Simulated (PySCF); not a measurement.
**How the method changes the constants of KI⁺**

State: ²Π (doublet), unpaired electrons π ↑. Set-up: PySCF, spin-free X2C with a Gaussian nucleus, basis sets K x2c-SVPall, I x2c-SVPall. De refers to K⁺ + I in their high-spin ground configurations, without counterpoise correction. The functionals are run spin-unrestricted. A positive dipole points towards I; it is taken about the centre of mass and depends on that origin.

```json
{"Level": "UHF", "Re (Å)": "3.729", "ωe (cm⁻¹)": "73.1", "De (eV)": "0.269", "μ (D)": "-12.20", "CPU s a point (SCF and correlation, without the integrals)": "0.19"}
{"Level": "UHF-MP2", "Re (Å)": "3.659", "ωe (cm⁻¹)": "81.6", "De (eV)": "0.326", "μ (D)": "n/a", "CPU s a point (SCF and correlation, without the integrals)": "0.37"}
{"Level": "UHF-SCS-MP2", "Re (Å)": "3.672", "ωe (cm⁻¹)": "80.5", "De (eV)": "0.318", "μ (D)": "n/a", "CPU s a point (SCF and correlation, without the integrals)": "n/a"}
{"Level": "UHF-CCSD", "Re (Å)": "3.666", "ωe (cm⁻¹)": "81.5", "De (eV)": "0.325", "μ (D)": "n/a", "CPU s a point (SCF and correlation, without the integrals)": "n/a"}
{"Level": "UHF-CCSD(T)", "Re (Å)": "3.663", "ωe (cm⁻¹)": "82.0", "De (eV)": "0.330", "μ (D)": "n/a", "CPU s a point (SCF and correlation, without the integrals)": "6.1"}
{"Level": "PBE", "Re (Å)": "3.594", "ωe (cm⁻¹)": "82.8", "De (eV)": "0.345", "μ (D)": "-11.33", "CPU s a point (SCF and correlation, without the integrals)": "0.75"}
{"Level": "PBEsol", "Re (Å)": "3.550", "ωe (cm⁻¹)": "84.5", "De (eV)": "0.353", "μ (D)": "-11.18", "CPU s a point (SCF and correlation, without the integrals)": "0.54"}
{"Level": "r²SCAN", "Re (Å)": "3.621", "ωe (cm⁻¹)": "80.0", "De (eV)": "0.285", "μ (D)": "-11.65", "CPU s a point (SCF and correlation, without the integrals)": "0.97"}
{"Level": "TPSSh", "Re (Å)": "3.628", "ωe (cm⁻¹)": "78.2", "De (eV)": "0.316", "μ (D)": "-11.61", "CPU s a point (SCF and correlation, without the integrals)": "1.1"}
{"Level": "PBE0", "Re (Å)": "3.593", "ωe (cm⁻¹)": "81.7", "De (eV)": "0.318", "μ (D)": "-11.47", "CPU s a point (SCF and correlation, without the integrals)": "1.3"}
{"Level": "r²SCAN0", "Re (Å)": "3.606", "ωe (cm⁻¹)": "80.7", "De (eV)": "0.288", "μ (D)": "-11.63", "CPU s a point (SCF and correlation, without the integrals)": "1.1"}
{"Level": "LC-ωPBE", "Re (Å)": "3.605", "ωe (cm⁻¹)": "79.7", "De (eV)": "0.284", "μ (D)": "-11.64", "CPU s a point (SCF and correlation, without the integrals)": "1.6"}
```

Task: Which functional lies closest to UHF-CCSD(T) in De, which farthest, and by how much do they differ from it?

Result: Closest is PBE0 (-7.0 pm in Re, -0.4 % in ωe, -0.01 eV in De against UHF-CCSD(T) in the same basis), farthest LC-ωPBE (-5.8 pm in Re, -2.8 % in ωe, -0.05 eV in De). CCSD(T) converges more slowly with the basis than the functionals do and binds too weakly in this one, so the order can change at the basis-set limit.

Task: What does a quarter of exact exchange do here, going from PBE to PBE0?

Result: PBE0 less PBE: -0.1 pm in Re, -1.3 % in ωe, -0.03 eV in De. Exact exchange removes part of the self-interaction that spreads semilocal densities, and in most molecules shortens and stiffens the bond and lowers De; so it does here.

Task: What does the step from GGA to meta-GGA do here, going from PBE to r²SCAN?

Result: r²SCAN less PBE: +2.7 pm in Re, -3.4 % in ωe, -0.06 eV in De. 

Correlated steps freeze 23 core orbitals. The bond is weak. Basis-set superposition, not corrected here, can be much of De in a small basis, most of all at correlated wavefunction levels. These are scalar-relativistic numbers at best; spin–orbit coupling would shift them, the dissociation energy most. For an ion De counts to the pair picked by the measured ionisation energies or electron affinities, which need not be the lowest pair at this level. Counting both spins, an empty level lies below a filled one in some of these solutions, because spin and occupation are held. The state is the lowest determinant that a PBE0 search found; another state may lie lower at other levels.

The whole job (state search and all levels along the bond) took about 3.2 min on 1 thread of Arm Neoverse V1 (shared host), peak memory 0.77 GiB.
